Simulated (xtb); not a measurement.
F$_{2}$Sn, triplet, from a rough starting geometry (GFN-xTB shapes and energies of metal compounds can be far from the true ones) (the spin is typed, not shown lowest); GFN2-xTB (xtb).

The xtb input:
```
$ xtb mol.xyz --gfn 2 --uhf 2 --opt vtight --json

# file mol.xyz
3

Sn     0.03434214     0.01638514     0.86394838
F      0.75314461     1.45254605    -0.43222953
F     -0.80681204    -1.38402003    -0.43776080
```

Output, abridged:

```
   ID    Z sym.   atoms
    1   50 Sn     1
    2    9 F      2, 3

           -------------------------------------------------
          |                Calculation Setup                |
           -------------------------------------------------

           -------------------------------------------------
          |                 G F N 2 - x T B                 |
           -------------------------------------------------

          ...................................................
          :                      SETUP                      :
          :.................................................:
          :  # basis functions                  18          :
          :  # atomic orbitals                  17          :
          :  # shells                            7          :
          :  # electrons                        18          :
          :  max. iterations                   250          :
          :  Hamiltonian                  GFN2-xTB          :
          :  restarted?                      false          :
          :  GBSA solvation                  false          :
          :  PC potential                    false          :
          :  electronic temp.          300.0000000     K    :
          :  accuracy                    1.0000000          :
          :  -> integral cutoff          0.2500000E+02      :
          :  -> integral neglect         0.1000000E-07      :
          :  -> SCF convergence          0.1000000E-05 Eh   :
          :  -> wf. convergence          0.1000000E-03 e    :
          :  Broyden damping             0.4000000          :
          :  net charge                          0          :
          :  unpaired electrons                  2          :
          ...................................................

 iter      E             dE          RMSdq      gap      omega  full diag
   1     -9.5924949 -0.959249E+01  0.272E+01    1.68       0.0  T
   2    -10.3729655 -0.780471E+00  0.355E+01    2.46       1.0  T
   3    -11.3301931 -0.957228E+00  0.207E+01    2.37       1.0  T
   4    -11.3678524 -0.376593E-01  0.187E+01    2.35       1.0  T
   5    -11.4163665 -0.485141E-01  0.655E+00    2.11       1.0  T
   6    -11.4954506 -0.790841E-01  0.153E+00    2.02       1.0  T
   7    -11.5030765 -0.762592E-02  0.278E+00    1.96       1.0  T
   8    -11.5006771  0.239944E-02  0.336E+00    1.95       1.0  T
   9    -11.5005611  0.115947E-03  0.306E+00    1.96       1.0  T
[...]
 * total energy  :   -11.5059904 Eh     change       -0.3060382E-02 Eh
 * total energy  :   -11.5082349 Eh     change       -0.2244455E-02 Eh
 * total energy  :   -11.5086670 Eh     change       -0.4320999E-03 Eh
 * total energy  :   -11.5087655 Eh     change       -0.9849717E-04 Eh
 * total energy  :   -11.5088703 Eh     change       -0.1048138E-03 Eh
 * total energy  :   -11.5089395 Eh     change       -0.6920912E-04 Eh
 * total energy  :   -11.5089566 Eh     change       -0.1709385E-04 Eh
 * total energy  :   -11.5089616 Eh     change       -0.4971486E-05 Eh
 * total energy  :   -11.5089634 Eh     change       -0.1797479E-05 Eh
 * total energy  :   -11.5089640 Eh     change       -0.6386340E-06 Eh
 * total energy  :   -11.5089642 Eh     change       -0.1740983E-06 Eh
 * total energy  :   -11.5089642 Eh     change       -0.4099219E-07 Eh
   *** GEOMETRY OPTIMIZATION CONVERGED AFTER 13 ITERATIONS ***
         :: total energy             -11.508964234920 Eh    ::
[...]
        13                         -0.1687230              -4.5912
        14                         -0.1611269              -4.3845
        15                         -0.1476525              -4.0178
        16                          0.0233445               0.6352
        17                          0.1114592               3.0330
      -------------------------------------------------------------
                  HL-Gap            0.0320084 Eh            0.8710 eV
             Fermi-level           -0.3928591 Eh          -10.6902 eV

     #   Z          covCN         q      C6AA      α(0)
     1  50 Sn       1.240     0.380   484.488    48.137
     2   9 F        0.620    -0.190    11.169     3.943
     3   9 F        0.620    -0.190    11.169     3.943

 Mol. C6AA /au·bohr⁶  :        785.363057
 Mol. C8AA /au·bohr⁸  :      73446.068961
 Mol. α(0) /au        :         56.022623

Wiberg/Mayer (AO) data.
largest (>0.10) Wiberg bond orders for each atom

 ---------------------------------------------------------------------------
     #   Z sym  total        # sym  WBO       # sym  WBO       # sym  WBO
 ---------------------------------------------------------------------------
     1  50 Sn   1.206 --     2 F    0.603     3 F    0.603
     2   9 F    1.007 --     1 Sn   0.603     3 F    0.404
     3   9 F    1.007 --     1 Sn   0.603     2 F    0.404
 ---------------------------------------------------------------------------

Topologies differ in total number of bonds
Writing topology from bond orders to xtbtopo.mol

molecular dipole:
                 x           y           z       tot (Debye)
 q only:        0.031      -0.017       0.738
   full:        0.044      -0.024       1.057       2.691
molecular quadrupole (traceless):
                xx          xy          yy          xz          yz          zz
 q only:        0.604      -3.500      -3.842       0.017       0.044       3.238
  q+dip:        0.298      -3.737      -4.452       0.057       0.044       4.154
   full:       -1.026      -3.903      -5.986       0.230      -0.050       7.012

optimized geometry written to: xtbopt.xyz

           -------------------------------------------------
          | TOTAL ENERGY              -11.508964234920 Eh   |
          | GRADIENT NORM               0.000013453514 Eh/α |
          | HOMO-LUMO GAP               0.870992829592 eV   |
           -------------------------------------------------

normal termination of xtb
```
